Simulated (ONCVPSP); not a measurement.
## What one change does to a pseudopotential (Ge, ONCV)

Ge, optimised norm-conserving Vanderbilt (ONCV), made with ONCVPSP 4.0.1 (PW91, non-relativistic). Core [Ne], reference 3s2 3p6 3d10 4s1 4p3. Waves: 3s+4s: rc 1.05 bohr, ncon 4, nbas 8, qcut 10 1/bohr, 2 projectors; 3p+4p: rc 0.90 bohr, ncon 5, nbas 8, qcut 17.7 1/bohr, 2 projectors; 3d: rc 1.25 bohr, ncon 4, nbas 8, qcut 10.1 1/bohr, 1 projector. Local part: polynomial inside 0.85 bohr (lpopt 5, dvloc0 1 Ha). Core correction: none.

Change: s: qcut 7.8.

Cutoffs: the cutoffs (Ha) at which the residual kinetic energy of the hardest occupied pseudo-wave falls to 1 and 0.1 mHa per electron; they do not see the model core or the augmentation charge, which bear on the density cutoff. Errors are all-electron minus pseudo energies relative to the spin-unpolarised reference configuration.

Problem. What does the change do?

Solution. The potential gets neither clearly harder nor softer (98 Ha and 152 Ha → 98 Ha and 152 Ha); the p channel sets the loose cutoff, while the largest relative change is in s, which becomes softer; the errors of the 4 common tests hardly move; neither file shows a bound ghost.

```tsv
quantity	base	changed
cutoff, loose	98 Ha	98 Ha
cutoff, tight	152 Ha	152 Ha
loose cutoff by channel	s 39 Ha, p 98 Ha, d 72 Ha	s 29 Ha, p 98 Ha, d 72 Ha
bound ghosts	none	none
GHOST(+) flags under 300 eV	none	none
error for 3s2 3p6 3d10 4s2 4p2, meV [ΔE -7.62 eV]	0.0	-0.1
error for 3s2 3p6 3d10 4s2 4p1, meV [ΔE -0.08 eV]	+0.2	+0.2
error for 3s2 3p6 3d10 4s2 4p0, meV [ΔE 15.45 eV]	+0.9	+1.1
error for 3s2 3p6 3d10 4s0 4p0, meV [ΔE 95.51 eV]	-12	-13
s: phases at 1.07 bohr within 0.05 rad from the reference energy up to (Ha; the scan ends near 5)	to the end of the scan	to the end of the scan
p: phases at 0.91 bohr within 0.05 rad from the reference energy up to (Ha; the scan ends near 5)	to the end of the scan	to the end of the scan
d: phases at 1.27 bohr within 0.05 rad from the reference energy up to (Ha; the scan ends near 5)	0.6	0.6
```
